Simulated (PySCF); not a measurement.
What PySCF settings do for Br2Sn

Base input, run as `OMP_NUM_THREADS=1 python input.py` with PySCF 2.14:

```python
from pyscf import gto, scf, mp

mol = gto.M(
    atom='Sn -0.8798 0.2863 0; Br 0.6672 -0.2171 1.9245; Br 0.6672 -0.2171 -1.9245',
    basis='def2-svp',
    ecp={'Sn': 'def2-svp'},
    charge=0,
    spin=0,
    verbose=4,
)
mf = scf.UHF(mol)
mf.kernel()
mp.MP2(mf, frozen=22).kernel()
mf.dip_moment()
print('orbital energies (hartree):', [e[max(0, n-3):n+3].round(4) for e, n in zip(mf.mo_energy, mol.nelec)])
```

Base result: E(SCF) = -5357.670807 Eh, 12 cycles, E(MP2) − E(SCF) = -0.54298 Eh, μ(SCF) = 3.38 D. No search for the lowest solution was made.

It ran on Arm Neoverse N1 (1 thread, shared host) in 6.3 s, peak memory 0.23 GiB.

Each row names what differs from the base; energies in brackets are changes from the base.

| change | result | wall time (s) |
| --- | --- | --- |
| electric field along z (a.u.): none → 0.001 | E(SCF) = -5357.670851 Eh (-0.0012 eV), 12 cycles, E(MP2) − E(SCF) = -0.54298 Eh, μ(SCF) = 3.39 D | 6.2 |
| spin (2S): 0 → 1 [unsound on purpose] | stops with RuntimeError (Electron number 92 and spin 1 are not consistent) | 1.1 |
| core potential: on → off [unsound on purpose] | E(SCF) = -6788.496133 Eh, 10 cycles, E(MP2) − E(SCF) = -0.54237 Eh, μ(SCF) = 0.02 D | 6.1 |
| functional: none (Hartree–Fock) → x3lyp; SCF type: UHF → UKS; step after the SCF: mp2 → analyze | E(SCF) = -5361.952148 Eh, 11 cycles, μ(SCF) = 2.89 D | 21 |
| density fitting: none → def2-universal-jkfit | E(SCF) = -5357.670642 Eh (+0.0045 eV), 12 cycles, E(MP2) − E(SCF) = -0.54299 Eh, μ(SCF) = 3.38 D | 7.7 |
| point-group symmetry: off → on | E(SCF) = -5357.670807 Eh (+0.0000 eV), 12 cycles, E(MP2) − E(SCF) = -0.54298 Eh, μ(SCF) = 3.38 D | 6.3 |
| spin (2S): 0 → 2 [a high spin state] | E(SCF) = -5357.595015 Eh (+2.0624 eV), 14 cycles, E(MP2) − E(SCF) = -0.52694 Eh, ⟨S²⟩ = 2.017, μ(SCF) = 3.22 D | 6.5 |
| spin-free X2C: off → on [unsound on purpose] | stops with NotImplementedError | 1.1 |
| density fitting: none → auto | E(SCF) = -5357.670642 Eh (+0.0045 eV), 12 cycles, E(MP2) − E(SCF) = -0.54299 Eh, μ(SCF) = 3.38 D | 7.8 |
| geometry: coordinates × 1 → coordinates × 0.8 | E(SCF) = -5357.420190 Eh (+6.8196 eV), 11 cycles, E(MP2) − E(SCF) = -0.55034 Eh, μ(SCF) = 0.55 D | 6.3 |

Q: Order these changes by how far they move the SCF energy from the base, largest first: (1) density fitting: none → auto; (2) density fitting: none → def2-universal-jkfit; (3) electric field along z (a.u.): none → 0.001; (4) geometry: coordinates × 1 → coordinates × 0.8.

A: (4) +6.8196 eV, (2) +0.0045 eV, (1) +0.0045 eV, (3) -0.0012 eV.
